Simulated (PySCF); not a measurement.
A GIAO shielding run with PySCF 2.14.0 with density-fitted response routines (density fitting, non-relativistic, gas phase) on SMILES C[Si](C)(C)C, C₄H₁₂Si:

```
$ OMP_NUM_THREADS=1 python probes_run.py task.json out

{"job": {"kind": "nmr", "xc": "OPBE", "basis": "6-311G**", "pop": false}, "charge": 0, "multiplicity": 1}
C     -0.406572    -1.213421    -1.419378
Si    -0.001168    -0.000673    -0.001754
C      0.008130     1.785545    -0.675355
C     -1.319794    -0.154927     1.370252
C      1.716091    -0.415535     0.721562
H     -1.379676    -1.003559    -1.853159
H     -0.418731    -2.241638    -1.070248
H      0.327027    -1.147965    -2.217335
H      0.242457     2.501867     0.106393
H     -0.958122     2.057909    -1.089187
H      0.746490     1.907664    -1.462097
H     -2.312057     0.075313     0.994143
H     -1.350945    -1.160472     1.779082
H     -1.116988     0.525824     2.191677
H      1.746276    -1.426357     1.117085
H      2.493128    -0.336762    -0.032799
H      1.977455     0.259220     1.531210
```

Hardware: 1 thread of an Intel Xeon, shared host.

**Question.** How large is the calculation?

**Answer.** 50 electrons, 170 basis functions and 750 auxiliary functions.

**Question.** How long does it take, and how much memory does it need?

**Answer.** 22 s of wall time, with 13 SCF cycles; peak memory 0.84 GiB. Times on a shared host scatter by some tens of per cent.

**Question.** And these other runs on the same molecule and hardware: GIAO shielding at B3LYP/6-311G**; GIAO shielding at B97-2/6-311G**; GIAO shielding at B97-D/6-311G**; GIAO shielding at BHandHLYP/6-311G**; GIAO shielding at BLYP/6-311G**; GIAO shielding at BP86/6-311G**?

**Answer.** B3LYP/6-311G**: 170 functions, 16 s; B97-2/6-311G**: 170 functions, 18 s; B97-D/6-311G**: 170 functions, 25 s; BHandHLYP/6-311G**: 170 functions, 17 s; BLYP/6-311G**: 170 functions, 21 s; BP86/6-311G**: 170 functions, 19 s.
